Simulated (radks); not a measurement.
Spin polarisation of the 4f6 shell in the europium ion Eu3+. Start: [Xe] 4f(up 3, down 3); electrons of 4f are moved from spin down to spin up, other shells keep equal spins. All-electron calculation, scalar-relativistic Kohn-Sham, SCAN, spin-polarised, spherical densities, finite nucleus; meta-GGA in the generalised Kohn-Sham scheme; Fermi nuclear charge, rms radius of each element as measured or else 0.836 A^(1/3) + 0.57 fm. Program: a radial shooting solver on a logarithmic mesh with Libxc functionals.

| moment (Bohr magnetons) | E - E(0) (eV) | e(4f up) (eV) | e(4f down) (eV) | 5p down minus up (eV) | 5s down minus up (eV) | 4d down minus up (eV) |
|---|---|---|---|---|---|---|
| 0 | 0.000 | -32.687 | -32.687 | 0.000 | 0.000 | 0.000 |
| 1 | -0.258 | -33.197 | -32.138 | 0.274 | 0.363 | 1.084 |
| 2 | -1.050 | -33.666 | -31.549 | 0.551 | 0.729 | 2.169 |
| 3 | -2.371 | -34.091 | -30.920 | 0.833 | 1.099 | 3.255 |
| 4 | -4.218 | -34.471 | -30.253 | 1.123 | 1.477 | 4.343 |
| 5 | -6.589 | -34.802 | -29.546 | 1.422 | 1.864 | 5.432 |

At moment 5 the spin-polarisation energy is -6.589 eV and the 4f exchange splitting 5.256 eV, that is 1.051 eV per Bohr magneton; E = -I m^2/4 would give I = 1.054 eV.
